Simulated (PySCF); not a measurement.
PySCF 2.14 output of an unrestricted PBE0 calculation on a single atom or ion in aug-cc-pwCVDZ, with no relativity, point nucleus:

```
SCF conv_tol = 1e-09
number electrons alpha = 3  beta = 1
    C. Adamo and V. Barone.,  J. Chem. Phys. 110, 6158 (1999)
    M. Ernzerhof and G. E. Scuseria.,  J. Chem. Phys. 110, 5029 (1999)
cycle= 1 E= -23.7308310709985  delta_E= -0.00057  |g|= 0.00327  |ddm|= 0.23
cycle= 2 E= -23.7308367229261  delta_E= -5.65e-06  |g|= 0.00035  |ddm|= 0.0524
cycle= 3 E= -23.7308369260853  delta_E= -2.03e-07  |g|= 5.78e-05  |ddm|= 0.00974
cycle= 4 E= -23.7308369364588  delta_E= -1.04e-08  |g|= 3.94e-06  |ddm|= 0.00265
cycle= 5 E= -23.7308369364955  delta_E= -3.67e-11  |g|= 3.36e-08  |ddm|= 0.000164
converged SCF energy = -23.7308369364955  <S^2> = 2.0000024  2S+1 = 3.0000016
```

The run itself started from symmetry-adapted Hartree-Fock orbitals and held the occupation by maximum overlap, on a logarithmic radial grid, so the iterations belong to that start.

Which element, charge and spin multiplicity is this?

B⁺ (boron, charge +1), multiplicity 3; the state was [He] 2s1 3s1, high-spin 3S determinant (an excited configuration).

The outer electron is Rydberg-like, and this basis confines it to a smaller radius and binds it less than a complete one would.
